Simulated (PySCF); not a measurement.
## Two-component Hartree-Fock for Eu⁴⁰⁺ (europium, charge +40)

Start: [Ar] 3d5; 3d3/2 filled at m_j = -3/2, -1/2, +1/2, +3/2; 3d5/2 filled at m_j = +5/2. Calculated with PySCF 2.14 in an even-tempered Gaussian basis (16 s from 8.5 bohr⁻², ratio 2.8; 12 p from 11 bohr⁻², ratio 2.8; 8 d from 11 bohr⁻², ratio 2.8; 3 f from 38 bohr⁻², ratio 3): generalised Hartree-Fock with the X2C-1e Hamiltonian and a Gaussian nucleus; one run each with spin-orbit coupling (SO) switched off, then screened by Boettger's factors.

| spinor shell | electrons | ε, spin-free (eV) | ε, screened SO (eV) | weight of nominal j (screened SO) | rms radius, screened SO (bohr) |
| --- | --- | --- | --- | --- | --- |
| 1s1/2 | 2 | -50865.7 | -50854.7 | 1.000 | 0.0254 |
| 2s1/2 | 2 | -10170.3 | -10165.7 | 1.000 | 0.102 |
| 2p1/2 | 2 | -9288.9 | -9756.4 | 1.000 | 0.0876 |
| 2p3/2 | 4 | -9288.9 | -9083.5 | 1.000 | 0.0936 |
| 3s1/2 | 2 | -3642.2 | -3640.8 | 1.000 | 0.255 |
| 3p1/2 | 2 | -3358.5 | -3478.7 | 0.995 | 0.245 |
| 3p3/2 | 4 | -3358.5 | -3304.8 | 0.998 | 0.257 |
| 3d3/2 | 4 | -3055.8 | -3062.6 | 0.956 | 0.223 |
| 3d5/2 | 1 | -3055.8 | -3029.9 | 1.000 | 0.226 |

| quantity | spin-free | screened SO |
| --- | --- | --- |
| E (hartree) | -9629.01465 | -9636.66911 |
| M_J | 5/2 | 5/2 |
| ⟨J²⟩ | 8.750 | 8.755 |
| ⟨L²⟩ | 0.000 | 4.126 |
| ⟨S²⟩ | 8.750 | 3.859 |

Each row is a mean over spinors that exchange with the open shell spreads, by up to 33.699 eV (3p3/2).

Breit and QED terms are absent; they matter most for the inner s and p1/2 levels.

Densities and radii are taken from the X2C orbitals without a picture-change correction, which distorts them close to the nucleus.

Without spin-orbit coupling the j labels of p, d and f shells carry no meaning; the spin-free column gives the mean over the occupied spinors of each nl shell.
